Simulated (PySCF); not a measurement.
A structure optimised at PBE-D3(BJ)/def2-SVP, used in a PySCF frequency run:

```
C
F 1 1.3763
H 1 1.1148 2 108.39
C 1 1.5387 3 110.76 2 124.77
H 4 1.1089 1 115.00 3 -20.60
H 4 1.1113 5 107.58 1 122.06
C 4 1.4991 5 111.97 6 121.91
F 7 1.3282 4 118.72 5 -46.91
C 7 1.3557 8 125.72 4 179.35
H 9 1.0967 7 126.96 8 -2.28
C 9 1.4768 10 125.01 7 176.94
O 11 1.2172 9 128.77 10 -6.41
```
Charge 0, spin multiplicity 1.

Task: Write its SMILES and formula.

Result: O=C1C=C(F)C[C@H]1F, C₅H₄F₂O

Task: What are its rotational constants (standard atomic weights)?

Result: 3.5800, 1.6334, 1.1622 GHz
